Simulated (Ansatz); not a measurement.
`[CH3][In]([F])[c]1ccccc1` + `N#CCC(F)(F)F` → `[CH3][In]([F])[C]#N` + `FC(F)(F)Cc1ccccc1`  (formal exchange of groups at the In–C bond)

Program: Ansatz. Geometries: PBE0-D4/def2-TZVP. ΔE: electronic, gas phase. CBS: MP2 limit from def2 TZ/QZ plus the TZ coupled-cluster correction, frozen cores. Elements past krypton have def2 core potentials. For In outer-core shells are correlated without core-valence functions, which leaves a few kJ/mol of doubt a bond. Each species was taken in one conformer, which may not be the lowest.

`[CH3][In]([F])[c]1ccccc1`:

```xyz
17

C    -2.806    2.509    0.683
In   -1.060    1.320    0.933
F    -0.251    1.669    2.708
C     0.204   -0.126    0.045
C    -0.006   -0.656   -1.228
C     0.861   -1.605   -1.752
C     1.949   -2.035   -1.006
C     2.169   -1.517    0.262
C     1.303   -0.567    0.785
H    -3.687    1.872    0.593
H    -2.728    3.122   -0.215
H    -2.909    3.150    1.557
H    -0.851   -0.333   -1.828
H     0.687   -2.009   -2.743
H     2.626   -2.777   -1.415
H     3.019   -1.853    0.845
H     1.480   -0.164    1.777
```

`N#CCC(F)(F)F`:

```xyz
9

N    -0.526   -1.013    2.383
C    -0.546   -0.675    1.286
C    -0.590   -0.256   -0.102
C     0.662    0.492   -0.528
F     1.752   -0.263   -0.402
F     0.551    0.845   -1.812
F     0.841    1.599    0.189
H    -0.698   -1.129   -0.750
H    -1.447    0.401   -0.265
```

`[CH3][In]([F])[C]#N`:

```xyz
8

C     0.789    0.972   -0.859
In   -0.588   -0.333    0.076
F    -2.332   -0.588   -0.752
C    -0.512   -1.511    1.827
N    -0.401   -2.129    2.794
H     1.717    1.020   -0.293
H     0.340    1.963   -0.926
H     0.986    0.606   -1.867
```

`FC(F)(F)Cc1ccccc1`:

Z-matrix (Å, degrees):
```
C
F 1 1.338
F 1 1.342 2 107.1
F 1 1.338 2 107.3 3 114.8
C 1 1.511 2 112.2 3 -121.6
C 5 1.500 1 113.3 2 -60.4
H 5 1.092 1 106.5 2 62.2
H 5 1.092 1 106.5 2 177.0
C 6 1.390 5 120.5 1 89.6
C 6 1.390 5 120.5 1 -89.6
C 9 1.386 6 120.6 5 -179.1
H 9 1.085 6 119.6 5 0.7
C 10 1.386 6 120.6 5 179.1
H 10 1.085 6 119.5 5 -0.7
C 11 1.387 9 120.1 6 -0.0
H 11 1.084 9 119.8 6 -179.9
H 13 1.084 10 119.8 6 179.9
H 15 1.084 11 120.1 9 -179.9
```

```json
{"species": "`[CH3][In]([F])[c]1ccccc1`", "CCSD(T)/CBS(def2) energy (Eh)": "-560.82657"}
{"species": "`N#CCC(F)(F)F`", "CCSD(T)/CBS(def2) energy (Eh)": "-469.42520"}
{"species": "`[CH3][In]([F])[C]#N`", "CCSD(T)/CBS(def2) energy (Eh)": "-422.23869"}
{"species": "`FC(F)(F)Cc1ccccc1`", "CCSD(T)/CBS(def2) energy (Eh)": "-608.03081"}
```

**Question.** Work out ΔE.

**Answer.** ΔE = (-422.23869) + (-608.03081) − (-560.82657) − (-469.42520) = -0.01773 Eh = -11.1 kcal/mol.

Largest T1 diagnostic among the species: 0.015.

In def2-TZVPP, CCSD(T) changes the Hartree–Fock value by +3.0 kcal/mol (the triples alone add +0.3 kcal/mol) and MP2 by +4.1 kcal/mol. From PBE to PBE0 (25 % exact exchange), in def2-TZVPP and without D4, ΔE moves by −1.4 kcal/mol.
